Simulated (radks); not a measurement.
Results of a calculation; reference values are marked as such.
Problem. The table gives one normalised radial function P(r) = r R(r) (large component) of Se13+ in [Ar] 3d2.75 4s0.25 (r in bohr). Code: a radial shooting solver on a logarithmic mesh with Libxc functionals. Model: Dirac Kohn-Sham, PBE, spin-unpolarised, spherical densities, finite nucleus; open shells are shared between the two j in proportion to 2j + 1; Fermi nuclear charge, rms radius 4.14 fm.

r,P
0.00189,0.0000
0.002422,0.0000
0.003104,0.0000
0.003946,0.0000
0.005056,0.0001
0.006479,0.0002
0.008303,0.0004
0.01064,0.0008
0.01363,0.0017
0.01747,0.0035
0.02221,0.0067
0.02846,0.0132
0.03648,0.0255
0.04674,0.0480
0.0599,0.0881
0.07676,0.1564
0.09836,0.2665
0.125,0.4253
0.1602,0.6493
0.2053,0.9210
0.2631,1.1960
0.3372,1.3988
0.4321,1.4410
0.5537,1.2698
0.7039,0.9370
0.902,0.5432
1.156,0.2346
1.481,0.0692
1.898,0.0125
2.432,0.0012
3.117,0.0000

Which n and l does it have? It may be an empty orbital.

Solution. n = 3, l = 2: the number of nodes gives n - l - 1 = 0, the rise at small r points to l (this Dirac orbital starts outside the nucleus as r^gamma with gamma = sqrt((l + 1)^2 - (Z/c)^2) = 2.99; the j = 5/2 orbital of l + 1 starts with the same power, but with a smaller coefficient, and then steepens), and the extent must fit the shell. The curve is that of 3d5/2; the two j differ most near the nucleus, where j = l - 1/2 has the larger amplitude, and in heavy atoms j = l - 1/2 is also the more compact. 3d5/2: eigenvalue -406.64 eV, 0 radial nodes, <r> = 0.496 bohr, 90 % of the charge inside 0.775 bohr.
